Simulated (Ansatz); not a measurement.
Coupled-cluster diagnostics for SnMeF3 (CH3F3Sn), Ansatz.

Geometry of the singlet (PBE-D4/def2-SVP):

Cartesian coordinates in Å:
```
C -0.7237 -0.9260 -0.3921
F 1.5015 1.5713 -1.1372
F 1.8988 0.1251 1.5490
F -0.4347 2.0983 1.1948
Sn 0.5262 0.6733 0.2854
H -1.1819 -1.3997 0.4950
H -0.0890 -1.6455 -0.9405
H -1.4972 -0.4969 -1.0545
```

In the def2 sets Sn takes a core potential; there is no spin–orbit coupling. Correlated methods freeze 8 core orbitals; core or outer-core shells of Sn are correlated, in sets that lack core-valence functions.

Task: Estimate the CCSD(T) correlation energy, the shares of MP2 and (T), T1 and the reference's ⟨S²⟩ for: charge 0, singlet, own geometry in def2-SVP; and the rough time on 2 threads of Intel Xeon Platinum 8488C on a shared host.

Result: 
```json
{"state": "charge 0, singlet, own geometry", "basis": "def2-SVP", "correlation (eV)": "-23.325", "MP2 share (%)": "95.6", "(T) share (%)": "1.9", "T1": "0.013", "⟨S²⟩ (pure)": "0.00 (0.00)", "wall time": "8.5 s"}
```
Customary marks for T1 are 0.02 (closed shells), 0.045 (open shells) and about 0.05 (3d metals). T1 stays under 0.02 throughout.
